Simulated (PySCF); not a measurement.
**Correlation energy of C⁺ (carbon, charge +1)**

[He] 2s2 3d1, 2D determinant (an excited configuration). Computed with PySCF 2.14 in aug-cc-pVQZ (6s5p4d3f2g, 80 functions), with no relativity, point nucleus. Frozen: 1s2; 3 electrons correlated.

```
  level  correlation energy (mhartree)
   CCSD                         -78.12
    (T)                          -1.17
CCSD(T)                         -79.29
```

Diagnostics: T1 = 0.0076, D1 = 0.0130, largest double amplitude 0.155.

Question: Is a single reference adequate?

Answer: Not fully. The outer electron is Rydberg-like, and this basis confines it to a smaller radius and binds it less than a complete one would. A double-excitation amplitude exceeds 0.15, a sign of near-degeneracy.
